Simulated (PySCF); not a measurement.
Compound: C₃H₂ClFSe.
Atom-mapped SMILES: `[F:1]/[CH:2]=[C:3](/[Cl:4])[CH:5]=[Se:6]` (hydrogens: H7 on C2; H8 on C5)

Level of theory: MP2 and CCSD/aug-cc-pVDZ in PySCF, restricted Hartree–Fock reference, frozen core, non-relativistic, gas phase, PBE0-D3(BJ)/def2-SVP geometry.

E(HF) = -3073.47762 Eh.

Problem. How large is the problem?

Solution. 173 basis functions and 80 electrons; 18 orbitals frozen, which leaves o = 22 correlated occupied and v = 133 virtual orbitals. That is o·v = 2926 singles and o·v(o·v + 1)/2 = 4282201 distinct closed-shell doubles amplitudes before symmetry; the costliest CCSD step grows as o²v⁴ = 1.5 × 10^11.

Problem. What are the MP2 and CCSD correlation energies?

Solution. MP2 -0.8976 Eh and CCSD -0.9322 Eh, which gives totals of -3074.37524 and -3074.40978 Eh. That is 0.576 eV for each correlated electron at CCSD (2447 kJ/mol in all, 0.030 % of the total energy); MP2 gives 96.3 % of the CCSD value.

Problem. What is the T1 diagnostic?

Solution. 0.0156, below the customary warning level of 0.02. It is the norm of the spatial-orbital singles amplitudes over the root of the number of correlated electrons, so the norm is 0.103.

Problem. How does correlation change the dipole moment?

Solution. HF gives 2.40 D and CCSD (unrelaxed density) 1.54 D, a change of -0.86 D.

No triples correction and no basis-set extrapolation were made.

The job also held the EOM ionisation roots. The run took 11 min wall on AMD EPYC 7R43, one thread, no GPU, shared host with 256 logical CPUs at a one-minute load of 108, and the process peaked at 3.0 GiB of memory.

Conformer computed: `[F:1]/[CH:2]=[C:3](/[Cl:4])[CH:5]=[Se:6]`: C2–C3–C5–Se6 -1°.

One conformer stands for the species.
